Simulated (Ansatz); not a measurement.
Reaction (ligand exchange at the Si–C bond): `N=C=C(F)[SiH3]` + `[OH][AlH2]` → `[AlH2][O][SiH3]` + `N=C=CF`

Isolated molecules relaxed with PBE0-D4/def2-TZVP in Ansatz; ΔE leaves out vibrations. CCSD(T)/CBS adds triple-zeta CCSD(T) − MP2 to the extrapolated MP2 energy (def2 sets, frozen cores). This one scheme is used for every species. Functionals use def2-TZVPP. Each species was taken in one conformer, which may not be the lowest.

CCSD(T)/CBS gives -94.7 kJ/mol.

(1) Another level gave -100.0 kJ/mol. Which?
A. revPBE-D4/def2-TZVPP
B. r2SCAN-D4/def2-TZVPP
C. CAM-B3LYP-D4/def2-TZVPP
D. HF/def2-TZVPP

Largest T1 diagnostic among the species: 0.015.

Results:

(1) C. CAM-B3LYP-D4 -100.0, revPBE-D4 -76.0, HF/def2-TZVPP -120.8, r2SCAN-D4 -89.4 kJ/mol.

From PBE to PBE0 (25 % exact exchange), in def2-TZVPP and without D4, ΔE moves by −8.9 kJ/mol. Leaving LDA and LC-ωPBE aside and taking each functional with its dispersion term where it has one, the values, not all of them listed here, spread over 30.2 kJ/mol, from BHLYP-D4 to revPBE-D4.
